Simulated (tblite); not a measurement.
Task: What does the GFN2-xTB structure of `CO/C=C\[C+](C)C` look like in three dimensions? (Charge +1.)

Result: 
```xyz
18
C6H11O angstrom
C      2.9596    0.6861    0.3307
O      1.5769    0.3898    0.2141
C      1.1404   -0.3582   -0.7343
C     -0.1975   -0.6848   -0.9107
C     -1.2524   -0.2692   -0.1147
C     -1.0585    0.6001    1.0557
C     -2.6193   -0.6991   -0.4279
H      3.2849    0.3778    1.3258
H      3.5535    0.1815   -0.4325
H      3.0823    1.7675    0.2447
H      1.8598   -0.7648   -1.4475
H     -0.4140   -1.3249   -1.7531
H     -0.5700    1.5314    0.7630
H     -1.9971    0.8268    1.5536
H     -0.3781    0.1293    1.7681
H     -2.6770   -1.3401   -1.3025
H     -3.2550    0.1772   -0.5760
H     -3.0472   -1.2201    0.4319
```

Orientation and origin are arbitrary. Atoms count from 1 in this order. C5 (carbon bonded to 3 C) is planar (angles 122.3°, 119.9° and 117.8°, sum 360.0°, 0.00 Å off the plane of its three neighbours). The 7 heavy atoms lie in one plane (0.001 Å rms). C3 (carbon bonded to C, O and H) is planar (angles 123.9°, 118.4° and 117.7°, sum 360.0°, 0.00 Å off the plane of its three neighbours). The C–O distances run from 1.284 Å (O2–C3, drawn single) to 1.419 Å (C1–O2, drawn single), a spread of 0.135 Å.

Bonds between heavy atoms (Å): C1–O2 1.419, O2–C3 1.284, C3=C4 1.388, C4–C5 1.385, C5–C6 1.471, C5–C7 1.467.

Computed geometry: GFN2-xTB, gas phase.

Its GFN2-xTB frequencies are all real (lowest 78 cm⁻¹). Torsions: C1–O2–C3–C4 180°.

One conformer stands for the species.
